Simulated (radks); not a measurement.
Task: All-electron atom: Au4+ in [Kr] 4d10 4f14 5s2 5p5 5d7 6p1 (not the ground configuration). Method: Dirac Kohn-Sham, exchange-only PBE, spin-unpolarised, spherical densities, point nucleus; open shells are shared between the two j in proportion to 2j + 1; computed with a radial shooting solver on a logarithmic mesh with Libxc functionals. Some entries of the table are withheld. Estimate them.

| orbital | occ. | eigenvalue (eV) | r(max) (bohr) | <r^2> (bohr^2) |
|---|---|---|---|---|
| 1s1/2 | 2 | -80720.05 | 0.01041 | 0.0003930 |
| 2s1/2 | 2 | -14280.96 | 0.06037 | (1) |
| 2p1/2 | 2 | -13695.11 | 0.04446 | (2) |
| 2p3/2 | 4 | -11859.02 | 0.05184 | (3) |
| 3s1/2 | 2 | -3416.473 | 0.1699 | 0.03855 |
| 3p1/2 | 2 | -3153.562 | 0.1586 | 0.03516 |
| 3p3/2 | 4 | -2748.369 | 0.1736 | 0.04158 |
| 3d3/2 | 4 | -2312.813 | 0.1352 | 0.03189 |
| 3d5/2 | 6 | -2225.733 | 0.1393 | 0.03364 |
| 4s1/2 | 2 | -788.6832 | 0.3831 | 0.1870 |
| 4p1/2 | 2 | (4) | 0.3814 | 0.1908 |
| 4p3/2 | 4 | (5) | 0.4122 | 0.2235 |
| 4d3/2 | 4 | -396.3232 | 0.4051 | 0.2360 |
| 4d5/2 | 6 | -378.2150 | 0.4146 | 0.2476 |
| 5s1/2 | 2 | -166.5478 | 0.8452 | 0.9400 |
| 4f5/2 | 6 | -143.2904 | 0.3730 | 0.2941 |
| 4f7/2 | 8 | -139.4615 | 0.3776 | 0.3023 |
| 5p1/2 | 1.66667 | -129.5522 | 0.8907 | 1.087 |
| 5p3/2 | 3.33333 | -112.0799 | 0.9667 | 1.287 |
| 5d3/2 | 2.8 | -60.5328 | (6) | 2.011 |
| 5d5/2 | 4.2 | -58.3829 | (7) | 2.121 |
| 6p1/2 | 0.333333 | (8) | 2.188 | 6.418 |
| 6p3/2 | 0.666667 | (9) | 2.367 | 7.409 |

Result: 
(1) 2s1/2 <r^2> (bohr^2): 0.005935
(2) 2p1/2 <r^2> (bohr^2): 0.004201
(3) 2p3/2 <r^2> (bohr^2): 0.005390
(4) 4p1/2 eigenvalue (eV): -676.6283
(5) 4p3/2 eigenvalue (eV): -579.4160
(6) 5d3/2 r(max) (bohr): 1.133
(7) 5d5/2 r(max) (bohr): 1.163
(8) 6p1/2 eigenvalue (eV): -37.2736
(9) 6p3/2 eigenvalue (eV): -34.4207
